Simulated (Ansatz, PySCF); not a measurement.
CHF2O3S, SMILES F[C](F)S(O)(=O)=O, multiplicity 2. Atoms are numbered in the order given.

```xyz
8

O     -1.3213     0.0922    -1.2770
S     -0.6973     0.0722     0.0377
O     -1.2734    -0.5273     1.2211
O     -0.2981     1.6138     0.4352
C      0.9375    -0.6908    -0.1841
F      1.6394    -0.8436     0.9172
F      1.6534    -0.1611    -1.1597
H     -0.3237     2.1409    -0.3873
```
Charge 0, spin multiplicity 2.

Geometry: TPSSh-D3(BJ)/def2-SVP. The isomer is the one that the SMILES or the coordinates give; other isomers of the formula were not compared. The values are those of a single conformer.

Two levels are set side by side: PBE-D3(BJ)/def2-SVP (Ansatz, a program for electronic structure) and TPSSh-D3(BJ)/def2-SVP (PySCF). Each level has its own optimised geometry; the coordinates shown are those of the second. Frequencies come from the Hessian of PySCF at each geometry. Differences are taken from unrounded values.

```tsv
quantity	TPSSh-D3(BJ)
mean bond length (Å)	1.425
bond O1–S2 (Å)	1.455
bond S2–O3 (Å)	1.446
bond S2–O4 (Å)	1.641
bond S2–C5 (Å)	1.818
bond C5–F6 (Å)	1.315
bond C5–F7 (Å)	1.321
bond O4–H8 (Å)	0.977
highest harmonic wavenumber (cm⁻¹)	3709
mean harmonic wavenumber (cm⁻¹)	821
zero-point energy (kcal/mol)	21.13
```

Question: What does PBE-D3(BJ) give, and how far is it from TPSSh-D3(BJ)? (An estimate is asked for; the answer gives what the named calculation found.)

Answer: 
```json
[
 {"quantity": "mean bond length (Å)", "PBE-D3(BJ)": "1.435", "PBE-D3(BJ) minus TPSSh-D3(BJ)": "0.011"},
 {"quantity": "bond O1–S2 (Å)", "PBE-D3(BJ)": "1.468", "PBE-D3(BJ) minus TPSSh-D3(BJ)": "0.012"},
 {"quantity": "bond S2–O3 (Å)", "PBE-D3(BJ)": "1.458", "PBE-D3(BJ) minus TPSSh-D3(BJ)": "0.012"},
 {"quantity": "bond S2–O4 (Å)", "PBE-D3(BJ)": "1.663", "PBE-D3(BJ) minus TPSSh-D3(BJ)": "0.022"},
 {"quantity": "bond S2–C5 (Å)", "PBE-D3(BJ)": "1.830", "PBE-D3(BJ) minus TPSSh-D3(BJ)": "0.012"},
 {"quantity": "bond C5–F6 (Å)", "PBE-D3(BJ)": "1.320", "PBE-D3(BJ) minus TPSSh-D3(BJ)": "0.005"},
 {"quantity": "bond C5–F7 (Å)", "PBE-D3(BJ)": "1.326", "PBE-D3(BJ) minus TPSSh-D3(BJ)": "0.005"},
 {"quantity": "bond O4–H8 (Å)", "PBE-D3(BJ)": "0.983", "PBE-D3(BJ) minus TPSSh-D3(BJ)": "0.006"},
 {"quantity": "highest harmonic wavenumber (cm⁻¹)", "PBE-D3(BJ)": "3635", "PBE-D3(BJ) minus TPSSh-D3(BJ)": "-74"},
 {"quantity": "mean harmonic wavenumber (cm⁻¹)", "PBE-D3(BJ)": "797", "PBE-D3(BJ) minus TPSSh-D3(BJ)": "-24"},
 {"quantity": "zero-point energy (kcal/mol)", "PBE-D3(BJ)": "20.50", "PBE-D3(BJ) minus TPSSh-D3(BJ)": "-0.63"}
]
```

GGA bonds tend to be longer and softer than those of functionals with exact exchange. Differences between two approximate levels are no errors against the true value.
